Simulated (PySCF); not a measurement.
**How the method moves the HOMO and LUMO of `CC(=O)O[SiH2]Cl`**

C₂H₅ClO₂Si.
Z-matrix (Å and degrees, PBE0-D3(BJ)/def2-SVP geometry), rows numbered from 1:
```
C 
C   1  1.4938
O   2  1.2084  1  125.93
O   2  1.3389  1  113.56  3  -179.94
Si  4  1.7145  2  113.34  1   179.97
Cl  5  2.0558  4  102.85  2  -179.58
H   1  1.0951  2  109.98  3    -0.21
H   1  1.0997  2  109.45  3   121.23
H   1  1.0998  2  109.50  3  -121.75
H   5  1.4792  4  110.65  2   -64.02
H   5  1.4794  4  110.56  2    64.81
```

Basis pcSseg-2 throughout (PySCF), one geometry. Geometry: PBE0-D3(BJ)/def2-SVP, one conformer, isolated molecule.

How do the orbital energies, the gap and the dipole change with the method?

| method | kind | HOMO (eV) | LUMO (eV) | gap (eV) | μ (D) | SCF cycles |
| --- | --- | --- | --- | --- | --- | --- |
| BLYP | GGA | -6.77 | -1.37 | 5.39 | 1.64 | 15 |
| OPBE | GGA | -6.79 | -1.34 | 5.45 | 1.66 | 17 |
| PBE | GGA | -6.86 | -1.48 | 5.38 | 1.66 | 15 |
| B97-D | GGA | -6.89 | -1.38 | 5.50 | 1.68 | 16 |
| BP86 | GGA | -6.98 | -1.57 | 5.41 | 1.68 | 15 |
| KT3 | GGA | -7.00 | -1.39 | 5.61 | 1.64 | 16 |
| KT2 | GGA | -7.03 | -1.41 | 5.62 | 1.68 | 16 |
| LDA | LDA | -7.07 | -1.74 | 5.33 | 1.69 | 15 |
| B97-2 | global hybrid | -8.22 | -0.40 | 7.81 | 1.69 | 14 |
| B3LYP | global hybrid | -8.26 | -0.62 | 7.64 | 1.68 | 14 |
| PBE0 | global hybrid | -8.52 | -0.33 | 8.19 | 1.70 | 14 |
| mPW1PW91 | global hybrid | -8.55 | -0.35 | 8.20 | 1.70 | 14 |
| CAM-B3LYP | range-separated hybrid | -10.00 | 0.85 | 10.85 | 1.70 | 13 |
| BHandHLYP | global hybrid | -10.11 | 0.71 | 10.82 | 1.75 | 13 |
| wB97X-D | range-separated hybrid | -10.43 | 1.55 | 11.98 | 1.71 | 14 |
| LC-wPBE | range-separated hybrid | -11.33 | 2.00 | 13.33 | 1.71 | 14 |
| HF | Hartree–Fock | -12.42 | 2.41 | 14.83 | 1.88 | 11 |

The HOMO spans 5.65 eV, from BLYP down to HF, and the gap runs from 5.33 eV (LDA) to 14.83 eV (HF). Over the methods BLYP (0 %), OPBE (0 %), PBE (0 %), B97-D (0 %), BP86 (0 %), KT3 (0 %), KT2 (0 %), LDA (0 %), B97-2 (21 %), B3LYP (20 %), PBE0 (25 %), mPW1PW91 (25 %), BHandHLYP (50 %), HF (100 %), a straight line through the gap against the share of exact exchange rises by 0.97 eV for each 10 % (correlation coefficient 0.997). The dipole ranges from 1.64 D (KT3) to 1.88 D (HF). This basis has no diffuse functions.
